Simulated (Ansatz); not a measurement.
Species: H$_{7}$NSi$_{2}$, SMILES `[SiH3]N[SiH3]` (charge 0, multiplicity 1).

### Question
Give a relaxed geometry from PBE-D3(BJ)/def2-TZVP run with Ansatz (a first-principles code).

### Answer
the end point of this relaxation (outside a Z-matrix the atoms follow the SMILES, hydrogens last).
Z-matrix (Å, degrees):
```
N
H 1 1.0192
Si 1 1.7393 2 115.55
Si 1 1.7393 2 115.55 3 171.71
H 3 1.4928 1 107.21 2 -168.43
H 4 1.4928 1 107.21 2 168.43
H 3 1.4970 5 110.29 1 -119.80
H 4 1.4970 6 110.29 1 119.80
H 4 1.5000 6 108.55 8 117.24
H 3 1.5000 5 108.55 7 -117.24
```
